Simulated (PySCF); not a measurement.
NMR data simulated for an unnamed compound:

1H NMR (300 MHz, computed): δ 9.17 (s, 1H), 4.71 (m, 1H), 3.69 (m, 3H), 1.72 (m, 2H).

13C{1H} NMR (computed): δ 195.8 (CH), 179.3 (C), 120.4 (C), 112.3 (C).

One conformer, fast rotation and ring inversion assumed for equivalent nuclei, no relativistic terms, isolated molecule. GFN2-xTB geometry; GIAO PBE0/pcSseg-1 shieldings; PySCF.

Chemical shifts δ = σref − σ; TMS for 1H (σref 31.72) and 13C (σref 186.93), all at this level.

**Question.** Which of these does the molecule contain: a heteroaromatic ring, a Si–H bond, a C≡C triple bond, an amide, an aldehyde, a CF3 group?

**Answer.** 
- A heteroaromatic ring: no.
- A Si–H bond: yes (δH 4.71 (m)).
- A C≡C triple bond: yes (δC 112.3, 120.4).
- An amide: no.
- An aldehyde: yes (δC 195.8; δH 9.17 (s)).
- A CF3 group: no.

The data belong to `O=CC(=O)C#C[Si@H]([SiH3])P`, C4H7O2PSi2; they needn't prove each group on their own.

Carbon signals by region: 2 in the far downfield region (above 160 ppm), 2 in the sp2 and nitrile region (100–160 ppm). Above 160 ppm: 195.8, aldehyde carbonyl carbon, 179.3, carbonyl carbon of an ynone.

Splittings by 31P in the carbon and heteronuclear signals aren't shown, as no couplings were computed. Shifts are as computed. Against solution values, carbons near 30 ppm lie about +3 ppm off and those near 130 ppm about +5 ppm. Of 1309 compounds with measured shifts, 239 miss one by over three times the rms of a fit or turn the order of signals round; such compounds aren't used in these exercises. Multiplicities follow the n + 1 count of equivalent neighbours, as no J values were calculated; m marks all less simple cases, F and P coupling included.
